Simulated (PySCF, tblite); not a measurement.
Isomers of C6H6NO2 (doublet state), one GFN2-xTB conformer each. Single-point energies are computed at B3LYP/pcH-1 (PySCF, gas phase, no added dispersion term), electronic only. GFN2-xTB treats the open shell by occupation alone, and not every SCF solution was tested for stability.

Question: Rank them by B3LYP/pcH-1 energy, lowest first (kcal/mol).
A. `[CH2:1]=[C:2]1[C:3]([CH:4]=[O:5])[C@@H:6]1[NH:7][CH:8]=[O:9]` (doublet state) with C2–C3–C4–O5 -144°, C3–C6–N7–C8 168°, C6–N7–C8–O9 3°
B. `[H]/[C:1]=[C:2]1\[C@@H:3]([CH:4]=[O:5])[C@@H:6]1[NH:7][CH:8]=[O:9]` (doublet state) with C2–C3–C4–O5 -128°, C3–C6–N7–C8 152°, C6–N7–C8–O9 -2°

Answer: A (0.0), B (19.5).

GFN2-xTB itself gives, in the same order: 0.0, 11.5. Both levels put the same isomer lowest.

Question: What happens when harmonic zero-point energies from GFN2-xTB frequencies are added?

Answer: 
| SMILES | ZPE (kcal/mol) | electronic (kcal/mol) | with ZPE (kcal/mol) |
| --- | --- | --- | --- |
| C=C1[C](C=O)[C@@H]1NC=O | 65.3 | 0.0 | 0.0 |
| [H]/[C]=C1\[C@@H](C=O)[C@@H]1NC=O | 64.9 | 19.5 | 19.0 |

The zero-point energies span 0.4 kcal/mol. The order is unchanged.
